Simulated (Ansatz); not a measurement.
Job for Ansatz (a first-principles code): R-PBE/def2-TZVPP on CH3FOSi (SMILES CO[Si]F), a point of a torsion scan.

Ansatz 0.2 input:
```yaml
crystal:
  periodic: [false, false, false]
  atoms:
    - {symbol: C, position_ang: [-0.83249609, -0.03209466, 0.12767300]}
    - {symbol: O, position_ang: [0.16119494, 0.95512698, 0.08837107]}
    - {symbol: Si, position_ang: [1.41684338, 1.30721089, -0.84693311]}
    - {symbol: F, position_ang: [1.32295341, 0.08943719, -1.95180859]}
    - {symbol: H, position_ang: [-0.71941073, -0.74386556, -0.69209076]}
    - {symbol: H, position_ang: [-1.80895985, 0.45129686, 0.05619129]}
    - {symbol: H, position_ang: [-0.76208067, -0.56187707, 1.07985833]}
basis:
  gaussian:
    orbitals: def2-TZVPP
hamiltonian:
  xc: {name: PBE}
scf: {lower_state_search: off}
```

Output:

```
WARN ansatz: RAYON_NUM_THREADS=1 ignored (pool sized by the plan → 1); use --threads N
Functional definition: PBE
these checks for a lower state are left out or cut short: stability, starts, cluster_reference, orbital_swaps, neighbouring_geometries, increment
integrals: 0.08 GiB planned
952 factors; their error is unknown
mean field: 0.60 GiB planned
mean field evaluation 1: about -13712.2580 eV, gradient 7.2e1 eV
mean field evaluation 2: about -13647.1447 eV, gradient 1.8e2 eV
mean field evaluation 4: about -13721.2230 eV, gradient 2.0e1 eV
mean field evaluation 8: about -13721.7953 eV, gradient 7.5e-2 eV
mean field evaluation 16: about -13721.7678 eV, gradient 2.4e-5 eV
mean field -13721.76782082 eV, -504.2656664667 hartree, gradient 1.6e-6 eV, S^2 0.000000; 0 other end points of the search recorded, 0 dependent functions left out
reference -13721.76785665 eV, -504.2656677835 hartree; 20, 20 occupied and 157, 157 virtual orbitals, 952 factors
Total energy: -13721.76785665 eV, -504.2656677835 hartree
Checks for a lower state left out: stability, starts, cluster_reference, orbital_swaps, neighbouring_geometries, increment
```

Self-consistency was reached.

Cost: about 1.5 core-seconds (a rough figure).
